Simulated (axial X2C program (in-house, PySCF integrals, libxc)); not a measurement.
## MoB⁻: from the spin-free to the two-component result

Calculated with an axial X2C code built on PySCF integrals. Spin-free means the one-electron spin-free X2C Hamiltonian; two-component (2c) means X2C with spin–orbit coupling and atomic mean-field two-electron Coulomb and Gaunt terms, so the difference of the two also holds small scalar two-electron terms. Basis: Mo dyall-acv3z [12s13p10d5f3g], B dyall-av3z [8s7p3d2f] (cores contracted in-house); Gaussian nuclei, density fitting, unrestricted open shells. Masses: Mo 97.905 u, B 11.009 u.

Spin-free state: M_S = 2, Λ = 0 (beyond evenly filled blocks: 2 × σα, δ+α, δ-α); fragments Mo + B- for PBE0; Mo- + B for BLYP.

| level | Re (Å) | ωe (cm⁻¹) | De (eV) | μ (D) |
| --- | --- | --- | --- | --- |
| PBE0 | 1.868 | 702.2 | n/a | -3.31 |
| BLYP | 1.880 | 746.0 | 3.376 | -3.27 |

Dipoles are positive if B is the positive end and refer to the centre of mass.

Two-component determinant lowest at the distance of the search:

Ω = 2 (⟨Sz⟩ = 2.00, ⟨Lz⟩ = 0.00 at PBE0); fragments Mo + B- for PBE0; Mo- + B for BLYP.

```
level  Re (Å)  ωe (cm⁻¹)  De (eV)  μ (D)
 PBE0   1.867      703.3      n/a  -3.29
 BLYP   1.879      746.2    3.380  -3.26
```

Task: From the two tables, how do the constants change at the PBE0 level (2c against spin-free)?

Result: At the PBE0 level Re decreases by 0.001 Å and ωe rises by 1.1 cm⁻¹.

The state is a single determinant with fixed occupations, the lowest that a limited PBE0 search found. De is counted from the lowest determinant-based energies of the atoms at the same level, without counterpoise correction. De is not given where an atomic determinant may have missed its ground term or J level, or where the truncated virtual space spoils (T). Density functionals use the spin component along the axis (collinear). A 2c atom that is not at its ground J level misses part of its spin–orbit lowering, and De is too large by that part (0.04 eV or less for light atoms). This holds for BLYP. PBE0 can misorder states that lie within some tenths of an eV, so this need not be the ground state of the molecule. The nearest other spin-free determinant of the search, M_S = 2, Λ = 1, lies 0.38 eV up at the distance of the search. The functionals have no current-density term, which raises determinants with orbital currents, atoms included. With several unpaired electrons one determinant need not be a pure state. Open-shell Ω = 0 determinants with evenly filled partner blocks cannot be reached by this program, so the Ω shown need not be the lowest component. The highest occupied level of some functionals is positive through self-interaction error; at Hartree–Fock it is bound. The determinant is spin-polarised beyond a pure state at some levels (its spin-free form has ⟨S²⟩ too high), which makes Re and μ there less reliable.
